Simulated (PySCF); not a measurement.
C3H4BBr.
Bonds: C1–C2, C2–C3 (triple), C3–B4, B4–Br5. Hydrogens: H6, H7, H8 on C1; H9 on B4.

Computed with PySCF 2.14.0, PBE0-D3(BJ)/def2-SVP geometry optimisation, gas phase.

Problem. List the bond lengths and angles at this level.

Solution. 
```csv
bond,length (bohr)
C1–C2,2.735
C2≡C3,2.310
C3–B4,2.836
B4–Br5,3.610
"C1–H6, C1–H7, C1–H8",2.081
B4–H9,2.274
```

Bonds in one row agree within 0.02 bohr and their mean is given. A selection of angles:
```csv
angle,degrees
C2–C1–H6,111.4
C2–C1–H8,110.0
H6–C1–H7,108.7
H6–C1–H8,107.9
C1–C2–C3,179.5
C2–C3–B4,179.5
C3–B4–Br5,120.2
C3–B4–H9,123.2
Br5–B4–H9,116.5
```

The C–C distances run from 1.222 Å (C2≡C3, drawn triple) to 1.447 Å (C1–C2, drawn single), a spread of 0.225 Å. The 5 heavy atoms lie in one plane (0.002 Å rms). B4 (three-coordinate boron) is planar (angles 123.2°, 120.2° and 116.5°, sum 360.0°, 0.00 Å off the plane of its three neighbours).

PBE0-D3(BJ)/def2-SVP frequencies: not computed here.

On one thread of an Arm Neoverse V1, shared host, this took 20 s. That covers the optimisation of the geometry.
